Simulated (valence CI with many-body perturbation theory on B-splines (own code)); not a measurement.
**E1 line list for Ir⁷¹⁺**

Level of theory: valence CI with perturbative core correlation (CI+MBPT): four valence electrons over a frozen Dirac-Fock core [He], a basis of 11 s, 11 p, 10 d, 8 f, 5 g, 2 h functions for each j, with the one-electron correlation potential Σ1, the two-electron term Σ2, the three-electron term Σ3, Breit, model QED; selected CI, second order for the rest, scaled by the run's own slope (own B-spline code, finite nucleus).

The last digits are not significant, and no measured levels were compared; by estimate large intervals hold to a few tenths of a per cent, small ones and those within an open d or f shell to about a per cent. Among the levels kept, up to 1400 cm⁻¹ of a level comes from second order outside the variational space, and about a tenth of that is noise between levels of different J, which matters for small intervals.

Lines 1 to 50 of 600 in falling wavelength, among levels below 16146 eV, chosen from the strongest by gf and those to the six lowest levels. Wavelengths and rates use the calculated energies. Electric multipoles are in the length gauge, E1 and E2 with the static RPA response of the core. Weak lines are less certain than strong ones. Lines between different terms over intervals too small for the method are left out, as are lines whose strength nearly cancels. The highest levels of a list are the least certain.

Levels are named by their leading jj configuration (3d3/2^4 stands for four electrons in 3d with j = 3/2), which in mixed levels can hold well under half, so a name can repeat and another be missing. Letters in brackets count levels of one name in rising energy.

| λ vac (Å) | Upper | Lower | A (s⁻¹) | S (a.u.) |
| --- | --- | --- | --- | --- |
| 334.5 | (2s 2p1/2^2 4f7/2) J=3 | (2s 2p1/2^2 4d5/2) J=2 | 1.07e+09 | 1.38e-01 |
| 296.6 | (2s 2p1/2^2 4f7/2) J=4 | (2s 2p1/2^2 4d5/2) J=3 | 1.60e+09 | 1.86e-01 |
| 293.1 | (2s^2 2p1/2 4f7/2) J=4 | (2s^2 2p1/2 4d5/2) J=3 | 1.66e+09 | 1.85e-01 |
| 284.4 | (2s^2 2p1/2 4f7/2) J=3 | (2s^2 2p1/2 4d5/2) J=2 | 1.73e+09 | 1.37e-01 |
| 175.9 | (2s^2 2p1/2 4f5/2) J=2 | (2s^2 2p1/2 4d3/2) J=1 | 6.29e+09 | 8.44e-02 |
| 168.9 | (2s 2p1/2^2 4f5/2) J=3 | (2s 2p1/2^2 4d3/2) J=2 | 8.02e+09 | 1.33e-01 |
| 163.9 | (2s 2p1/2^2 4f5/2) J=2 | (2s 2p1/2^2 4d3/2) J=1 | 7.95e+09 | 8.64e-02 |
| 158.6 | (2s^2 2p1/2 4f5/2) J=3 | (2s^2 2p1/2 4d3/2) J=2 | 9.74e+09 | 1.34e-01 |
| 142.0 | (2s 2p1/2^2 4d5/2) J=3 | (2s 2p1/2^2 4p3/2) J=2 | 2.30e+10 | 2.27e-01 |
| 138.6 | (2s^2 2p1/2 4d5/2) J=3 | (2s^2 2p1/2 4p3/2) J=2 | 2.44e+10 | 2.24e-01 |
| 136.3 | (2s 2p1/2^2 4d5/2) J=2 | (2s 2p1/2^2 4p3/2) J=1 | 2.37e+10 | 1.48e-01 |
| 134.8 | (2s^2 2p1/2 4d5/2) J=2 | (2s^2 2p1/2 4p3/2) J=1 | 2.27e+10 | 1.37e-01 |
| 60.49 | (2s 2p3/2^2 3d5/2) J=3 [a] | (2s 2p3/2^2 3p3/2) J=2 [a] | 3.24e+10 | 2.48e-02 |
| 59.63 | (2s 2p1/2 2p3/2 3d5/2) J=5 | (2s 2p1/2 2p3/2 3p3/2) J=4 | 7.55e+10 | 8.69e-02 |
| 59.59 | (2s 2p3/2^2 3d5/2) J=3 [c] | (2s 2p3/2^2 3p3/2) J=2 [c] | 5.41e+10 | 3.96e-02 |
| 59.50 | (2p1/2^2 2p3/2 3d5/2) J=3 | (2p1/2^2 2p3/2 3p3/2) J=2 | 6.46e+10 | 4.70e-02 |
| 59.44 | (2s 2p1/2 2p3/2 3d5/2) J=2 [d] | (2s 2p1/2 2p3/2 3p3/2) J=1 [d] | 4.68e+10 | 2.42e-02 |
| 59.32 | (2s 2p1/2^2 3d5/2) J=3 | (2s 2p1/2^2 3p3/2) J=2 | 7.66e+10 | 5.53e-02 |
| 59.14 | (2p1/2^2 2p3/2 3d5/2) J=4 | (2p1/2^2 2p3/2 3p3/2) J=3 | 8.03e+10 | 7.38e-02 |
| 58.92 | (2s 2p1/2 2p3/2 3d5/2) J=4 [a] | (2s 2p1/2 2p3/2 3p3/2) J=3 [a] | 7.16e+10 | 6.50e-02 |
| 58.80 | (2s 2p1/2 2p3/2 3d5/2) J=2 [c] | (2s 2p1/2 2p3/2 3p3/2) J=1 [c] | 5.64e+10 | 2.83e-02 |
| 58.76 | (2s 2p3/2^2 3d5/2) J=5 | (2s 2p3/2^2 3p3/2) J=4 | 7.33e+10 | 8.07e-02 |
| 58.66 | (2s^2 2p3/2 3d5/2) J=3 | (2s^2 2p3/2 3p3/2) J=2 | 5.13e+10 | 3.58e-02 |
| 58.64 | (2s 2p1/2 2p3/2 3d5/2) J=4 [b] | (2s 2p1/2 2p3/2 3p3/2) J=3 [b] | 6.20e+10 | 5.55e-02 |
| 58.59 | (2s 2p3/2^2 3d5/2) J=4 [a] | (2s 2p3/2^2 3p3/2) J=3 [a] | 5.63e+10 | 5.03e-02 |
| 58.46 | (2s^2 2p3/2 3d5/2) J=4 | (2s^2 2p3/2 3p3/2) J=3 | 5.68e+10 | 5.04e-02 |
| 58.41 | (2s 2p1/2 2p3/2 3d5/2) J=3 [c] | (2s 2p1/2 2p3/2 3p3/2) J=2 [c] | 6.29e+10 | 4.33e-02 |
| 58.33 | (2s^2 2p1/2 3d5/2) J=2 | (2s^2 2p1/2 3p3/2) J=1 | 5.86e+10 | 2.87e-02 |
| 58.27 | (2s 2p1/2 2p3/2 3d5/2) J=3 [a] | (2s 2p1/2 2p3/2 3p3/2) J=2 [a] | 5.81e+10 | 3.97e-02 |
| 58.20 | (2s 2p1/2 2p3/2 3d5/2) J=3 [d] | (2s 2p1/2 2p3/2 3p3/2) J=2 [d] | 6.40e+10 | 4.36e-02 |
| 57.96 | (2s 2p3/2^2 3d5/2) J=4 [b] | (2s 2p3/2^2 3p3/2) J=3 [b] | 6.10e+10 | 5.27e-02 |
| 57.58 | (2s 2p3/2^2 3d5/2) J=3 [b] | (2s 2p3/2^2 3p3/2) J=2 [b] | 6.52e+10 | 4.30e-02 |
| 57.52 | (2s 2p1/2 2p3/2 3d5/2) J=4 [c] | (2s 2p1/2 2p3/2 3p3/2) J=3 [c] | 7.91e+10 | 6.68e-02 |
| 56.84 | (2s^2 2p1/2 3d5/2) J=3 | (2s^2 2p1/2 3p3/2) J=2 | 8.01e+10 | 5.08e-02 |
| 56.25 | (2s 2p1/2 2p3/2 3d5/2) J=3 [b] | (2s 2p1/2 2p3/2 3p3/2) J=2 [b] | 4.42e+10 | 2.72e-02 |
| 55.91 | (2s 2p3/2^2 3d5/2) J=2 [b] | (2s 2p3/2^2 3p3/2) J=1 [b] | 6.54e+10 | 2.82e-02 |
| 55.84 | (2s 2p1/2^2 3d5/2) J=2 | (2s 2p1/2^2 3p3/2) J=1 | 8.08e+10 | 3.47e-02 |
| 55.73 | (2p1/2^2 2p3/2 3d5/2) J=2 | (2p1/2^2 2p3/2 3p3/2) J=1 | 5.83e+10 | 2.49e-02 |
| 52.34 | (2s^2 2p1/2 4d3/2) J=1 | (2s^2 2p1/2 4p1/2) J=0 | 2.30e+11 | 4.88e-02 |
| 51.42 | (2s 2p1/2^2 4d3/2) J=1 | (2s 2p1/2^2 4p1/2) J=1 | 1.26e+11 | 2.53e-02 |
| 51.02 | (2s 2p1/2^2 4d3/2) J=1 | (2s 2p1/2^2 4p1/2) J=0 | 2.67e+11 | 5.25e-02 |
| 50.98 | (2s 2p1/2^2 4d3/2) J=2 | (2s 2p1/2^2 4p1/2) J=1 | 4.07e+11 | 1.33e-01 |
| 50.79 | (2s^2 2p1/2 4d3/2) J=2 | (2s^2 2p1/2 4p1/2) J=1 | 4.01e+11 | 1.30e-01 |
| 50.23 | (2s 2p1/2^2 4p3/2) J=1 | (2s 2p1/2^2 4s) J=0 | 3.35e+11 | 6.28e-02 |
| 50.05 | (2s 2p1/2 2p3/2^2) J=2 [a] | (2s^2 2p3/2^2) J=2 | 2.76e+09 | 8.55e-04 |
| 49.33 | (2s^2 2p1/2 4p3/2) J=1 | (2s^2 2p1/2 4s) J=1 | 1.42e+11 | 2.52e-02 |
| 49.19 | (2s 2p3/2^2 3d5/2) J=3 [a] | (2s 2p3/2^2 3p3/2) J=3 [a] | 4.26e+10 | 1.75e-02 |
| 49.02 | (2s^2 2p1/2 4d3/2) J=1 | (2s^2 2p1/2 4p1/2) J=1 | 1.40e+11 | 2.44e-02 |
| 49.01 | (2s^2 2p1/2 4p3/2) J=1 | (2s^2 2p1/2 4s) J=0 | 3.16e+11 | 5.51e-02 |
| 48.86 | (2s 2p1/2^2 4p3/2) J=2 | (2s 2p1/2^2 4s) J=1 | 5.46e+11 | 1.57e-01 |
